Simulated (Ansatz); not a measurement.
Total energies of GaCu₄ (the lowest doublet isomer of a short search) from Ansatz at PBE-D4/def2-TZVP, gas phase (1 Eh = 27.2114 eV = 2625.5 kJ/mol). The reference geometry is relaxed at B3LYP-D4/def2-SVP.

```csv
atom,x (Å),y (Å),z (Å)
Ga1,0.817,-0.876,-0.951
Cu2,0.604,0.706,1.079
Cu3,-1.408,0.157,-0.141
Cu4,-0.294,-1.530,1.173
Cu5,0.282,1.542,-1.160
```

| state | geometry | energy (Eh) |
| --- | --- | --- |
| charge 0 doublet | reference | -8485.83961 |
| charge 1 singlet | reference | -8485.59417 |
| charge 0 quartet | relaxed at B3LYP-D4/def2-SVP | -8485.76436 |
| free Ga atom (doublet) | – | -1924.51515 |
| free Cu atom (doublet) | – | -1640.24447 |

**Question.** Work out the vertical ionisation energy to the singlet.

**Answer.** E(charge 1 singlet) − E(charge 0 doublet) = -8485.59417 − (-8485.83961) = 0.24544 Eh = 6.68 eV. For comparison, −ε of the highest occupied level of the spin that leaves is 4.39 eV at this level, 2.29 eV less.

**Question.** Which of the charge 0 states is lowest, and how far above it are the others?

**Answer.** The doublet. quartet: -8485.76436 − (-8485.83961) = 0.07525 Eh = 197.6 kJ/mol.

**Question.** What is the binding energy per atom against free atoms?

**Answer.** Atoms: 1 × (-1924.51515) + 4 × (-1640.24447) = -8485.49303 Eh. Binding: -8485.49303 − (-8485.83961) = 0.34658 Eh = 9.43 eV, or 1.89 eV for each of 5 atoms (no zero-point energy, no counterpoise term).

The structure comes from a short search, and lower isomers may exist.
